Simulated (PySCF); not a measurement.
Compound: C₅H₇F₃O.
Structure used (PBE0-D3(BJ)/def2-SVP), in Å, numbered top down from 1:
```xyz
16
C5H7F3O angstrom
C     -2.4704   -0.0271    0.1672
C     -1.2135   -0.4481   -0.5757
C      0.0456    0.1442    0.0293
C      1.3043   -0.2474   -0.6875
O      1.3675   -0.9543   -1.6543
C      2.6071    0.3301   -0.0847
F      2.7552   -0.1059    1.1709
F      3.6692   -0.0199   -0.7820
F      2.5417    1.6652   -0.0447
H     -2.4408   -0.3461    1.2215
H     -2.5957    1.0676    0.1584
H     -3.3699   -0.4676   -0.2871
H     -1.2745   -0.1506   -1.6350
H     -1.1225   -1.5462   -0.5859
H      0.1665   -0.1478    1.0887
H      0.0091    1.2488    0.0500
```

Computed with PBE0-D3(BJ)/def2-SVP geometry optimisation, gas phase (PySCF 2.14.0).

Masses are those of the commonest isotopes; rigid-rotor values at the optimised geometry. The values belong to one conformer with, in the numbering `[CH3:1][CH2:2][CH2:3][C:4](=[O:5])[C:6]([F:7])([F:8])[F:9]`, C1–C2–C3–C4 180°, C2–C3–C4–O5 0°.

Question: What are A, B and C (cm⁻¹)?

Answer: Ia = 159.70, Ib = 584.32, Ic = 646.13 u·Å²; 505379 MHz·u·Å²/I gives 3165, 864.9 and 782.2 MHz, that is A = 0.10556, B = 0.02885, C = 0.02609 cm⁻¹.

Question: Classify the top.

Answer: A near-prolate asymmetric top; Ray's κ = -0.931.

Question: What does the inertial defect say?

Answer: Not planar: Δ = Ic − Ia − Ib = -97.89 u·Å². For a rigid frame Δ = −2 Σ m c², so Σ m c² = 48.94 u·Å² lies off the ab plane: 4.68 from hydrogen and 44.27 from heavier atoms. The atom farthest from that plane is 1.10 Å away.

Question: Give the other two planar moments, Paa and Pbb, and the rms extents of the mass along the axes.

Answer: Paa = Σ m a² = (Ib + Ic − Ia)/2 = 535.38 and Pbb = Σ m b² = (Ia + Ic − Ib)/2 = 110.76 u·Å². With the mass M = 140.04 u, the rms extents √(P/M) along a, b and c are 1.96, 0.89, 0.59 Å.

Question: Which types of transition are allowed, and where do some lines up to J = 3 fall?

Answer: The dipole components are |μa| = 2.03 D, |μb| = 1.61 D, |μc| = 0.01 D. The squared components, which scale the intensities, stand as 1.00 : 0.62 : 0.00 (a : b : c). Some lines, for components of 0.1 D or more:

```csv
type,branch,"J(Ka,Kc)",MHz,lower level (cm⁻¹)
a,Q,"3(1,2) ← 3(1,3)",496,0.399
b,Q,"2(1,1) ← 2(0,2)",2467,0.165
b,Q,"3(1,2) ← 3(0,3)",2599,0.329
a,R,"2(1,1) ← 1(1,0)",3377,0.134
a,R,"3(0,3) ← 2(0,2)",4932,0.165
b,R,"2(1,2) ← 1(0,1)",5511,0.055
b,R,"3(1,3) ← 2(0,2)",7035,0.165
b,Q,"3(3,1) ← 3(2,2)",11706,0.642
b,R,"3(3,1) ← 2(2,0)",16645,0.477
b,R,"3(3,0) ← 2(2,1)",16648,0.477
```

No frequency check. Constants of a rigid frame at the computed geometry: no zero-point averaging, no centrifugal distortion. A rigid rotor knows nothing of internal rotation, which can split or shift real lines.
